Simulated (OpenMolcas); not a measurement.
Ir+: from RASSCF to RASPT2

* Program: OpenMolcas 26.06
* Basis: ANO-RCC-VDZP [7s6p4d2f]
* Scalar Hamiltonian: DKH2, point nucleus
* Active space: 8 electrons in 9 orbitals (RAS2 5d 6s; RAS3 6p, at most 2 electrons)
* State averaging: 2S+1 = 5 even, 15 roots; 2S+1 = 3 even, 90 roots kept (CI in the orbitals of an earlier block); 2S+1 = 1 even, 78 roots kept (CI in the orbitals of an earlier block); 2S+1 = 5 odd, 22 roots; 2S+1 = 7 odd, 12 roots kept (CI in the orbitals of an earlier block); 2S+1 = 3 odd, 7 roots kept (CI in the orbitals of an earlier block, 0 in the spin-orbit step); 2S+1 = 1 odd, 9 roots kept (CI in the orbitals of an earlier block, 0 in the spin-orbit step)
* Spin-orbit coupling: RASSI with atomic mean-field integrals over the reference wave functions, term energies averaged over their components

Methods on the same reference wave functions:
A. RASSCF
B. SS-RASPT2, IPEA 0.25 Eh, imaginary shift 0.1 Eh (closed shells correlated: 5s 5p)
C. MS-RASPT2, IPEA 0.25 Eh, imaginary shift 0.1 Eh (closed shells correlated: 5s 5p)

Energies in eV above 5d7 6s 5F5, the measured ground level; measured values from NIST Handbook of Basic Atomic Spectroscopic Data.

```csv
Level,A,B,C,Measured
5d7 6s 5F5,0.0000,0.0000,0.0000,0.0000
5d7 6s 5F4 [54 %],0.6353,0.680,0.680,
5d7 6s 3P2(1) [54 %],1.1291,0.560,0.560,
5d7 6s 5F3,1.1352,1.122,1.122,1.0151
5d7 6s 5F2 [61 %],1.4193,1.286,1.286,1.4019
5d8 3F4 [58 %],1.4590,0.524,0.524,0.2805
5d7 6s 5P3,2.0690,1.910,1.910,1.5764
5d6 6s2 5D4,2.2807,2.095,2.095,2.1338
5d7 6s 3P0(1),2.4753,1.848,1.848,
5d7 6s 3G5 [70 %],2.4923,2.396,2.396,2.1670
5d8 3F2 [52 %],2.9112,2.160,2.160,
5d6 6s2 5D3,2.9382,2.790,2.790,
5d7 6s 3H6,3.2067,3.091,3.091,
5d7 6s 3G3,3.2826,3.142,3.142,
5d6 6s2 5D0 [50 %],3.3014,3.083,3.083,
5d7 6s 3H5 [70 %],3.5384,3.409,3.409,
5d7 6s 3D3 [62 %],3.7069,3.518,3.518,
5d6 6s2 3H6,4.6668,4.557,4.557,
5d7 6s 3F3(2),4.8014,4.475,4.475,
5d7 6s 3F2(2) [53 %],4.8917,4.452,4.452,
```

Deviations, from unrounded energies. A percentage is the sum of absolute deviations over the sum of measured energies, with the sign that they share, or ± where signs differ.

```csv
Against measurement,Levels,A,B,C
mean absolute deviation (cm-1),6,3100,1400,1400
fine structure of the ground term (%),2,+5.7,±9.2,±9.2
other terms of the ground configuration (%),2,+21.8,+15.0,+15.0
other configurations (%),2,+54.9,±11.7,±11.7
```

B, C lie about equally close to measurement and A furthest from it. The largest miss of B in the table is 5d7 6s 5P3, by +2700 cm-1. The ranking rests on the paired levels alone, and a cruder setting can come out closer through cancelling errors.

Between B and C no level of the table moves by more than 5 cm-1.

The two smallest mean deviations differ by little beside CASPT2's spread within terms, so their order carries little weight.

From A to B the spin-free energies of the other terms of 5d7 6s shown, above 5F, scale by factors of 0.48 to 0.95.

The lowest spin-free term lies below A's lowest term by 0.288 hartree in B, 0.288 hartree in C.

CASPT2 does not keep the components of a term degenerate, so their means are used; among the terms shown or strongly mixed into the levels shown the widest spread is 1100 cm-1 (5d7 6s 5F, C). Some high roots are left out of the spin-orbit mixing, which shifts the levels that they would mix with. Terms from blocks run as CI alone lack orbitals of their own. Configurations are named by rounded mean occupations; where the s occupation lies near a half they are strongly mixed, a name can repeat and a true partner stay unpaired. A single d shell beside an s shell can misplace configurations of different d count against each other. Without dynamic correlation excited terms often stand tens of per cent too high (terms of higher spin than the ground term too low), and those without a measured partner can miss by more than the paired ones (holds for A). Some levels mix across a computed gap that differs much from the measured one, so their mixing is not that of the real levels (holds for A). Some terms miss by over 15 % even with CASPT2, which points to a basis or an active space too small for the shells correlated (holds for B; C). Blocks of more than 70 roots (2S+1 = 3 even, 1 even) ran without multistate coupling (holds for C). Computed and measured levels are paired by configuration, term and J; levels that our copy of the source lacks, or whose pairing is in doubt (as where it misses far off the trend of its configuration), stay unpaired and out of the deviations. Levels of configurations outside the active space are missing. The table leaves out levels that lie high or whose names do not pair safely across all columns.

A share in square brackets marks a mixed level and gives the weight of the term that names it, the lowest over the columns. A number in round brackets counts repeated terms of one configuration in the order of the reference energies.
